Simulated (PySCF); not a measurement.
CH3Se, SMILES C[Se] (connectivity only; charge and spin as stated), charge -1, multiplicity 1. Geometry optimised at ωB97X-D3(BJ)/def2-TZVPD. The spin state was assumed, not searched. The isomer is the one that the SMILES or the coordinates give; other isomers of the formula were not compared.

These are ωB97X-D3(BJ)/def2-TZVPD run with PySCF values and carry that method's errors.

Harmonic wavenumbers (cm⁻¹): 611, 880, 880, 1287, 1483, 1483, 3028, 3092, 3092. Rotational constants (GHz): 159.8, 9.184, 9.184; symmetry number 3.

Problem. Work out the zero-point energy and the ideal-gas rigid-rotor harmonic-oscillator thermochemistry at 298.15 K and 1 atm.

Solution. ZPE = ½ Σ hcν = ½ × 15838 cm⁻¹ = 22.64 kcal/mol. H − E(el) = 25.19 kcal/mol. Entropy in cal/(mol K): translation 39.53, rotation 18.52, vibration 0.79, total 58.84. G − E(el) = 7.65 kcal/mol. Cp = 10.33 cal/(mol K).
